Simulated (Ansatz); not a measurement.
Consider the ligand exchange at a B–C bond: `CB(N)O[SiH3]` + HCl → `NB(Cl)O[SiH3]` + CH₄.

Program: Ansatz. Geometries: PBE0-D4/def2-TZVP. ΔE: electronic, gas phase. CCSD(T)/CBS is the MP2 limit (def2-TZVPP, def2-QZVPP) plus CCSD(T) − MP2 in def2-TZVPP, frozen cores. This one scheme is used for every species. Each species was taken in one conformer, which may not be the lowest.

`CB(N)O[SiH3]`:

```xyz
13

C    -1.313    0.274   -0.679
B     0.245    0.037   -0.715
N     0.973    0.050   -1.912
O     0.961   -0.195    0.444
Si    0.528   -0.293    2.021
H    -1.561    1.136   -0.050
H    -1.751    0.448   -1.664
H    -1.827   -0.586   -0.236
H     1.966   -0.102   -1.936
H     0.552    0.209   -2.808
H    -0.448   -1.395    2.241
H     1.758   -0.563    2.804
H    -0.084    0.980    2.489
```

HCl:

Z-matrix (Å, degrees):
```
Cl
H 1 1.279
```

`NB(Cl)O[SiH3]`:

Z-matrix (Å, degrees):
```
Si
O 1 1.641
H 1 1.482 2 108.8
H 1 1.482 2 108.9 3 -120.2
H 1 1.490 2 110.5 3 119.9
B 2 1.357 1 138.0 3 -120.6
Cl 6 1.779 2 117.5 1 -179.9
N 6 1.397 2 124.1 1 0.1
H 8 1.005 6 123.1 2 0.1
H 8 1.003 6 122.1 2 180.0
```

CH₄:

Cartesian coordinates in Å:
```
C 0.000 0.000 0.000
H -0.120 -0.488 -0.967
H 0.995 0.440 0.064
H -0.124 -0.735 0.795
H -0.751 0.782 0.108
```

```csv
species,CCSD(T)/CBS(def2) energy (Eh)
`CB(N)O[SiH3]`,-486.76550
HCl,-460.38127
`NB(Cl)O[SiH3]`,-906.71622
CH₄,-40.46206
```

(1) Work out ΔE.

Largest T1 diagnostic among the species: 0.011.

Results:

(1) ΔE = (-906.71622) + (-40.46206) − (-486.76550) − (-460.38127) = -0.03151 Eh = -82.7 kJ/mol.

At CCSD(T), def2-SVP lies −6.9 kJ/mol from the extrapolated value and def2-TZVPP +1.0 kJ/mol. In def2-TZVPP, CCSD(T) changes the Hartree–Fock value by +10.2 kJ/mol (the triples alone add −0.4 kJ/mol) and MP2 by +5.4 kJ/mol.
